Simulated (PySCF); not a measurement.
# From computed data to an observable: oscillator strength and radiative lifetime

Si(I)2(OH)2 (H₂I₂O₂Si), SMILES O[Si](O)(I)I.

The structure is a stationary point at PBE-D3(BJ)/def2-SVP. This is a generated structure with no PubChem entry under its InChIKey; it may be hypothetical. The def2 effective core potentials stand for the cores of I; spin–orbit coupling is left out. Other conformers were not sampled.

PySCF 2.14.0 with TDA-PBE/def2-SVPD puts the first singlet state with f over 0.02 at 4.52 eV (vertical), with the transition dipole (0.595, 0.040, 0.000) in atomic units.

Task: Find the oscillator strength, the wavelength and the radiative lifetime that this transition would have in vacuum if emission retraced absorption.

Result: 
|μ|² = 0.3556 au, so |μ| = 1.52 D. ΔE = 4.52/27.211 = 0.1661 hartree. f = (2/3) ΔE |μ|² = 0.039 (the program prints 0.039).
λ = 1239.84/4.52 = 274 nm; ν = 36456 cm⁻¹.
Einstein's coefficient A = 0.6670 ν² f s⁻¹ (ν in cm⁻¹) = 3.5e7 s⁻¹, so τ = 1/A = 29 ns. This state is S1. The figure is the radiative limit of this one transition; relaxation, internal conversion, crossing to triplets and a medium change what is measured.
